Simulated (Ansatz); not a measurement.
Ligand exchange: SiH2(CH3)(SiF3) + SnH3(SeH) → Si(SiH3)F3 + Se(CH3)(SnH3)

Species: SiH2(CH3)(SiF3), singlet; SnH3(SeH), singlet; Si(SiH3)F3, singlet; Se(CH3)(SnH3), singlet. The partners trade CH3 for H: Si–CH3 and Se–H bonds give way to Si–H and Se–CH3.

Shapes, held fixed at every level: PBE0-D4/def2-TZVP. Programs: Ansatz 0.2.0. The zero-point and thermal change to 298 K, harmonic and unscaled (PBE0-D4/def2-TZVP), is +1.8 kJ/mol.

Task: Estimate ΔH(298 K) of this reaction.

Result: The highest level, CCSD(T)/def2-TZVPP, gives ΔH(298 K) = +50.8 kJ/mol; the levels span +50.8 to +59.0. The column of differences is taken from that level and isn't an error. No measured value is set beside it here. For atoms past krypton def2 sets carry core potentials with scalar relativity. Relativity is left out for Se unless named. Correlated rows may include outer-core shells of Se, Sn, which these sets cover unevenly.

```
               level                   kind  ΔH(298 K) (kJ/mol)  less CCSD(T)/def2-TZVPP
         HF/def2-SVP           Hartree–Fock               +59.0                     +8.2
    SPW92/def2-TZVPP                    LDA               +57.9                     +7.1
   PBE-D4/def2-TZVPP                    GGA               +52.8                     +2.0
r2SCAN-D4/def2-TZVPP               meta-GGA               +56.3                     +5.5
  PBE0-D4/def2-TZVPP          global hybrid               +55.3                     +4.5
   B2PLYP/def2-TZVPP          double hybrid               +52.1                     +1.3
       CCSD/def2-SVP  coupled cluster or CI               +57.8                     +7.0
  CCSD(T)/def2-TZVPP  coupled cluster or CI               +50.8                      0.0
```
